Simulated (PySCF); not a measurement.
H3O2SbTe. Atoms are numbered in the order given.

```xyz
7

Sb    -0.8100     0.3393     0.8736
O     -2.2644    -0.4872    -0.2492
H     -2.0904    -0.3284    -1.1995
O     -0.7224     2.2196     0.1587
H     -0.3676     2.1980    -0.7546
Te     1.2574    -0.6464    -0.8002
H      2.2766     0.5815    -0.2643
```

The structure is a stationary point at PBE-D3(BJ)/def2-SVP. The def2 effective core potentials stand for the cores of Sb, Te; spin–orbit coupling is left out. The values are those of a single conformer.

Level of theory: PySCF with PBE/def2-TZVP.

Gas-phase values at a fixed geometry.

The total energy comes out as -660.50020 hartree, the highest occupied level comes out as -5.73 eV and the lowest empty level comes out as -2.54 eV. The orbital gap is 3.19 eV. The dipole moment is 1.07 D and the quadrupole, principal values (traceless, Buckingham form, about the centre of nuclear charge) is -7.20, -1.89, 9.09 D·Å. The mean static polarisability is 92.7 bohr³ (13.74 Å³). The polarisability, principal values comes out as 72.4, 80.8, 124.9 bohr³.
